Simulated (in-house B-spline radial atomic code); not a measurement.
Configurations of O³⁺, with energies counted from [He] 2s2 2p1. Level of theory: scalar-relativistic (X2C) PW91, spin-polarised, spherical fractional occupations, Fermi nucleus of rms radius 2.6991 fm; calculated with an all-electron radial atomic-structure program (B-spline basis). Shells without spins written out take the highest spin.

| configuration | E - E(ref) (eV) | highest orbital | its <r> (bohr) |
| --- | --- | --- | --- |
| [He] 2s1 2p2 | 8.0897 | 2p up | 0.9115 |
| [He] 2s2 3s(1 up, 0 down) | 44.364 | 3s up | 2.497 |
| [He] 2s2 3p(1 up, 0 down) | 47.966 | 3p up | 2.559 |
| [He] 2s1 2p1 3s1 | 53.431 | 3s up | 2.485 |

Task: Order these further configurations by energy, lowest first.
A. [He] 2s2 3d1
B. [He] 2s(0 up, 1 down) 2p(0 up, 1 down) 3s(1 up, 0 down)
C. [He] 2s1 2p1 3d1
D. [He] 2s(1 up, 0 down) 2p(1 up, 0 down) 3p(0 up, 1 down)

Result: A (51.719 eV), B (54.253 eV), D (57.836 eV), C (60.669 eV).
